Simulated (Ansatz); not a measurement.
Input for Ansatz (a first-principles code): R-revPBE/def2-TZVPPD on HF (SMILES F). Files ending in .json are basis or fitting sets from the Basis Set Exchange.

Ansatz 0.2 input:
```yaml
crystal:
  periodic: [false, false, false]
  atoms:
    - {symbol: F, position_ang: [0.31125763, 0.51762906, -0.58608291]}
    - {symbol: H, position_ang: [0.47660562, 0.05954985, 0.22383835]}
basis:
  gaussian:
    orbitals: def2-TZVPPD.json
hamiltonian:
  xc: {name: revPBE}
scf: {lower_state_search: off}
```

The head of its log:

```
WARN ansatz: RAYON_NUM_THREADS=1 ignored (pool sized by the plan → 1); use --threads N
Functional definition: revPBE
these checks for a lower state are left out or cut short: stability, starts, cluster_reference, orbital_swaps, neighbouring_geometries, increment
integrals: 0.00 GiB planned
256 factors; their error is unknown
mean field: 0.08 GiB planned
mean field evaluation 1: about -2732.0541 eV, gradient 3.4e1 eV
mean field evaluation 2: about -2725.8201 eV, gradient 7.5e1 eV
```

Predict the final total energy.

-100.4607 hartree.
